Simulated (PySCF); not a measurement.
## How methods differ on the excitation energy of O²⁺

O²⁺ [He] 2s2 2p2 (3P) → O²⁺ [He] 2s1 2p2 3d1 (high-spin determinant), as a difference of total energies. All numbers are calculated (PySCF 2.14, scalar relativity by spin-free X2C-1e, in x2c-QZVPPall with one added diffuse shell each of s, p, d, f type (8s5p4d3f1g, 73 functions)). Correlated levels: valence: 1s2 frozen. The calculations carry no spin-orbit coupling.

| method | excitation energy (eV) |
| --- | --- |
| UHF | 47.140 |
| MP2 (valence) | 48.800 |
| SCS-MP2 (valence) | 49.280 |
| CCSD (valence) | 49.120 |
| CCSD(T) (valence) | 49.101 |

Problem. How much does correlation contribute at CCSD(T) (valence)?

Solution. 49.101 − (47.140) = 1.961 eV, measured against UHF.

A first-order spin-orbit estimate (lowest level to lowest level, LS coupling) adds 0.006 eV.

The promoted electron is Rydberg-like, and one or two diffuse shells describe it only roughly, which tends to raise the upper state.

The coupled-cluster amplitudes are large for the upper state (T1 above 0.03 or a double amplitude above 0.15), so a single reference is strained.

The determinant of the upper state mixes LS terms, which raises its energy above the lowest term, most at the Hartree-Fock and MP2 levels.
